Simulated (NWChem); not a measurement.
Isomers of C$_{2}$H$_{6}$F$_{2}$Si, each optimised at PBE0/def2-SVP with NWChem, gas phase unless a solvent is named. Flexible species stand in one conformer each, which need not be the lowest. Pople sets run with spherical d functions. Relative energies count from the lowest isomer at each level and are electronic, without zero-point energy, on those geometries. Shieldings are non-relativistic GIAO values without spin-orbit effects.

A: [SiH3]CC(F)F
B: C[Si@H](F)CF
C: F[SiH](CC)F
D: [SiH2](CF)CF

```csv
quantity,A,B,C,D
"relative energy, B3LYP/def2-TZVP (kcal/mol)",95.1,49.8,0.0,…
"relative energy, r2SCAN/def2-TZVP (kcal/mol)",95.0,50.3,0.0,…
"orbital gap (eV), PBE0/def2-SVP",10.39,9.49,10.26,…
"highest harmonic frequency (cm⁻¹), PBE0/def2-SVP",3149,3169,3158,…
"29Si shift against tetramethylsilane, B3LYP/6-31G* (ppm)",-45.7,28.2,8.7,…
```

Question: Fill in the missing entries.

Answer: 
- relative energy, B3LYP/def2-TZVP (kcal/mol), D: 108.6
- relative energy, r2SCAN/def2-TZVP (kcal/mol), D: 111.0
- orbital gap (eV), PBE0/def2-SVP, D: 9.53
- highest harmonic frequency (cm⁻¹), PBE0/def2-SVP, D: 3119
- 29Si shift against tetramethylsilane, B3LYP/6-31G* (ppm), D: -22.3
